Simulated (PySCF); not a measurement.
Level sweep

Compound: potassium chloride, KCl.
Structure used (PBE0-D3(BJ)/def2-SVP), in Å, numbered top down from 1:
```xyz
2
KCl angstrom
Cl     1.3524   -0.0835    0.0077
K     -1.3027   -0.0042   -0.0300
```

PySCF, dipoles from the SCF density, polarisabilities from static response with core orbitals frozen. Isolated species at its PBE0-D3(BJ)/def2-SVP geometry, gas phase.

Reference dipole: 10.239 D (measured, gas; NIST CCCBDB Release 22 (SRD 101), experimental dipoles). Reference dipole: 10.269 D (measured, gas; Liu, Meijer, Perez-Rios, Phys. Chem. Chem. Phys. 22 (2020) 24191). Errors are taken against the first value of each kind. The anisotropy is √(½[(α1 − α2)² + (α2 − α3)² + (α3 − α1)²]).

```json
{"level": "LDA/def2-SVPD", "μ (D)": "10.070", "error (%)": "-1.7", "α (au)": "39.27", "anisotropy (au)": "15.10"}
{"level": "PBE/def2-SVPD", "μ (D)": "10.110", "error (%)": "-1.3", "α (au)": "39.57", "anisotropy (au)": "16.45"}
{"level": "B3LYP/def2-SVPD", "μ (D)": "10.297", "error (%)": "+0.6", "α (au)": "36.24", "anisotropy (au)": "11.94"}
{"level": "PBE0/def2-SVPD", "μ (D)": "10.345", "error (%)": "+1.0", "α (au)": "34.39", "anisotropy (au)": "9.70"}
{"level": "BHandHLYP/def2-SVPD", "μ (D)": "10.486", "error (%)": "+2.4", "α (au)": "32.31", "anisotropy (au)": "7.68"}
{"level": "CAM-B3LYP/def2-SVPD", "μ (D)": "10.419", "error (%)": "+1.8", "α (au)": "33.77", "anisotropy (au)": "8.29"}
{"level": "wB97X-D/def2-SVPD", "μ (D)": "10.510", "error (%)": "+2.6", "α (au)": "32.87", "anisotropy (au)": "6.38"}
{"level": "LC-wPBE/def2-SVPD", "μ (D)": "10.533", "error (%)": "+2.9", "α (au)": "31.15", "anisotropy (au)": "5.49"}
{"level": "HF/def2-SVPD", "μ (D)": "10.729", "error (%)": "+4.8", "α (au)": "29.22", "anisotropy (au)": "4.55"}
{"level": "PBE0/def2-SVP", "μ (D)": "9.599", "error (%)": "-6.3", "α (au)": "26.87", "anisotropy (au)": "13.58"}
{"level": "PBE0/6-31G*", "μ (D)": "10.169", "error (%)": "-0.7", "α (au)": "27.66", "anisotropy (au)": "12.52"}
{"level": "PBE0/def2-TZVP", "μ (D)": "10.040", "error (%)": "-1.9", "α (au)": "29.78", "anisotropy (au)": "12.08"}
{"level": "PBE0/def2-TZVPD", "μ (D)": "10.150", "error (%)": "-0.9", "α (au)": "36.15", "anisotropy (au)": "10.86"}
```

For the dipole, the smallest error is 0.6% (B3LYP/def2-SVPD) and the largest 6.3% (PBE0/def2-SVP). The dipole runs from 9.60 D (PBE0/def2-SVP) to 10.73 D (HF/def2-SVPD). No reference polarisability is at hand; against PBE0 in the largest diffuse basis at hand (def2-TZVPD) the other PBE0 rows deviate by def2-SVP -26%, 6-31G* -23%, def2-SVPD -5%, def2-TZVP -18%. In one basis (def2-SVPD) the functionals order the polarisability from HF (lowest) to PBE (highest), a spread of 35%. With PBE0 the polarisability is 28.10 au without diffuse functions (mean of def2-SVP, 6-31G* and def2-TZVP) and 35.27 au with them (mean of def2-SVPD and def2-TZVPD). Measured values can belong to vibrating molecules; the computed ones are for one fixed geometry.
